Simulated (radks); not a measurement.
Computed order of ionisation of aluminium. At each step one electron was removed from each of the four highest sub-shells of the ion before, moves of one valence electron (up to charge 6) and the configuration listed by NIST were tried, and the lowest configuration was kept. Method: scalar-relativistic Kohn-Sham, PBEsol, spin-polarised, spherical densities, finite nucleus; Fermi nuclear charge, rms radius of each element as measured or else 0.836 A^(1/3) + 0.57 fm; computed with a radial shooting solver on a logarithmic mesh with Libxc functionals. Open shells are filled with parallel spins first.

| species | lowest configuration found | NIST configuration | margin to the next tried (eV) | IE (eV) | NIST IE (eV) | kind |
|---|---|---|---|---|---|---|
| Al | [Ne] 3s2 3p1 | same | 3.434 | 5.927 | 5.986 | exp. |
| Al+ | [Ne] 3s2 | same | 4.562 | 18.668 | 18.829 | exp. |
| Al2+ | [Ne] 3s1 | same | 6.583 | 28.664 | 28.448 | exp. |
| Al3+ | [Ne] | same | 76.397 | 120.15 | 119.99 | exp. |
| Al4+ | [He] 2s2 2p5 | same | 37.585 | 154.03 | 153.83 | semi-emp. |
| Al5+ | [He] 2s2 2p4 | same | 36.487 | 189.61 | 190.49 | semi-emp. |
| Al6+ | [He] 2s2 2p3 | same | 35.008 | 242.30 | 241.8 | semi-emp. |
| Al7+ | [He] 2s2 2p2 | same | 15.913 | 285.41 | 284.6 | semi-emp. |
| Al8+ | [He] 2s2 2p1 | same | 16.311 | 329.75 | 330.21 | semi-emp. |
| Al9+ | [He] 2s2 | same | 17.798 | 395.55 | 398.7 | semi-emp. |
| Al10+ | [He] 2s1 | same | 1555.8 | 442.00 | 442.01 | theory |
| Al11+ | [He] | same | 1569.8 | 2080.8 | 2086.0 | theory |

Reference values: NIST Atomic Spectra Database (exp. = measured, semi-emp. = semi-empirical, theory = theoretical value adopted there). Open shells are spherical and high-spin; term and fine-structure splittings are not resolved.
